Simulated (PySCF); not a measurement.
C2H7FOSi.

```xyz
12

Si    -0.4391     0.3661     0.2423
O     -1.1980    -1.0113     0.7557
F     -1.3944     1.1495    -0.8185
C      1.1696     0.0133    -0.6310
C      2.1764    -0.7557     0.2218
H     -0.2967     1.2154     1.4488
H     -1.3483    -1.7032     0.1051
H      0.9358    -0.5396    -1.5588
H      1.5903     0.9779    -0.9654
H      2.4519    -0.1932     1.1281
H      3.1065    -0.9623    -0.3294
H      1.7651    -1.7209     0.5558
```
Charge 0, spin multiplicity 1.

Coordinates come from a PBE0-D3(BJ)/def2-SVP optimisation. The structure was generated by enumeration, and PubChem lists no compound with its InChIKey, so it may never have been made. The values are those of a single conformer.

Level of theory: PBE/pcSseg-1 in PySCF. Non-relativistic, no solvent.

Computed absolute GIAO shielding of each atom: isotropic value and principal components (ppm):
| atom | σ(iso) | σ11 | σ22 | σ33 | span |
|---|---|---|---|---|---|
| Si1 | 335.3 | 315.0 | 324.4 | 366.5 | 51.5 |
| O2 | 268.6 | 229.4 | 277.9 | 298.4 | 68.9 |
| F3 | 304.8 | 233.0 | 323.3 | 358.1 | 125.1 |
| C4 | 167.9 | 162.7 | 166.1 | 175.0 | 12.3 |
| C5 | 173.0 | 165.3 | 171.2 | 182.5 | 17.2 |
| H6 | 26.3 | 23.4 | 23.7 | 31.9 | 8.6 |
| H7 | 29.7 | 23.5 | 24.5 | 41.2 | 17.7 |
| H8 | 30.7 | 26.7 | 29.5 | 35.8 | 9.1 |
| H9 | 30.6 | 25.9 | 29.4 | 36.3 | 10.4 |
| H10 | 30.3 | 26.2 | 28.3 | 36.5 | 10.2 |
| H11 | 30.0 | 25.3 | 27.6 | 37.1 | 11.8 |
| H12 | 30.4 | 25.7 | 29.5 | 36.0 | 10.3 |
